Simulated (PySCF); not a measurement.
## Electronic structure of Ni⁺ (nickel, charge +1) at the UHF level

Configuration: [Ar] 3d8 4s1, high-spin 4F determinant (an excited configuration). Computed with PySCF 2.14 in x2c-TZVPPall with one added diffuse shell each of s, p, d, f type (7s6p5d3f1g, 80 functions), with scalar relativity by spin-free X2C-1e.

| Item | Value |
| --- | --- |
| Total energy | -1518.827356 hartree |
| One-electron energy | -2099.8971 hartree |
| Hartree (Coulomb) energy | 643.3880 hartree |
| Exchange energy | -62.3183 hartree |
| ⟨S²⟩ | 3.7517 |
| ⟨L²⟩ | 12.025 |
| Sum of ⟨r⟩ | 18.40 bohr |
| Sum of ⟨r²⟩ | 23.73 bohr² |
| Langevin diamagnetic susceptibility | -18.8 ×10⁻⁶ cm³/mol |

```csv
shell,electrons,mean orbital energy (eV),spread (eV),"rms radius, mean of both spins (bohr)"
1s α,1,-8411.7,0,0.0624
1s β,1,-8411.5,0,0.0624
2s α,1,-1060.9,0,0.265
2s β,1,-1058.8,0,0.265
2p α,3,-910.07,0,0.238
2p β,3,-908.09,0,0.238
3s α,1,-147.76,0,0.795
3s β,1,-142.09,0,0.795
3p α,3,-102.00,0,0.849
3p β,3,-95.501,0,0.849
3d α,5,-28.715,1.529,1.10
3d β,3,-26.080,0,1.10
4s α,1,-16.220,0,2.83
```

Densities and radii are taken from the X2C orbitals without a picture-change correction, which distorts them close to the nucleus.

Spin-orbit constants ζ (cm⁻¹) from the X2C one-electron operator on these orbitals: bare nucleus, nucleus screened by l(l+1)(2l+1)/3 electrons, and screened by the Breit-Pauli mean field of the electrons.

```csv
shell,bare,screened nucleus,mean field
2p,98210,91190,87970
3p,12210,11330,10860
3d,1152,740.6,670.0
```

To first order the Landé constant is A = -223.3 cm⁻¹, so the lowest level has J = 9/2 and lies 0.125 eV below the centre of the term. This holds in LS coupling only.
